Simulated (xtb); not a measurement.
C₃H₇NSi, SMILES C=C=CN[SiH3]. All values are semi-empirical tight-binding results from xtb (GFN2-xTB unless named), good for trends rather than for accurate numbers. Geometry optimised at GFN2-xTB. The structure was generated by enumeration, and PubChem lists no compound with its InChIKey, so it may never have been made. One conformer was computed; it need not be the lowest.

Optimised geometry:

Bond lengths (Å): C1–C2 1.296, C1–H6 1.081, C1–H7 1.081, C2–C3 1.304, C3–N4 1.391, C3–H8 1.084, N4–Si5 1.725, N4–H9 1.006, Si5–H10 1.466, Si5–H11 1.462, Si5–H12 1.465. Bond angles (°): C2–C1–H6 122.1, C2–C1–H7 122.1, H6–C1–H7 115.8, C1–C2–C3 178.8, C2–C3–N4 125.1, C2–C3–H8 119.4, N4–C3–H8 115.5, C3–N4–Si5 125.4, C3–N4–H9 113.7, Si5–N4–H9 120.9, N4–Si5–H10 110.5, N4–Si5–H11 103.0, N4–Si5–H12 110.2, H10–Si5–H11 111.7, H10–Si5–H12 109.5, H11–Si5–H12 111.8.

Q: Estimate the properties. (The exact figures need the calculation; the answer reports its results.)

A: 
```json
{
  "point_group_as_xtb_finds_it": "Cs",
  "orbital_gap": "4.00 eV",
  "dipole_moment": "0.89 D",
  "zero_point_energy": "53.1 kcal/mol",
  "G − E(el) at 298.15 K (modified RRHO)": "33.4 kcal/mol",
  "static polarisability (D4 model)": "74.1 bohr³",
  "solvation energy, GFN2-xTB/ALPB(water)": "-1.0 kcal/mol",
  "solvation energy, GFN2-xTB/ALPB(acetonitrile)": "-3.7 kcal/mol"
}
```

Q: Give the atomic charges and the Wiberg bond orders between heavy atoms. (The exact figures need the calculation; the answer reports its results.)

A: charges (e) C1 -0.09, C2 -0.06, C3 0.01, N4 -0.29, Si5 0.47, H6 0.04, H7 0.04, H8 0.03, H9 0.15, H10 -0.10, H11 -0.11, H12 -0.10. Bond orders C1–C2 1.99, C2–C3 1.83, C3–N4 1.12, N4–Si5 1.06.
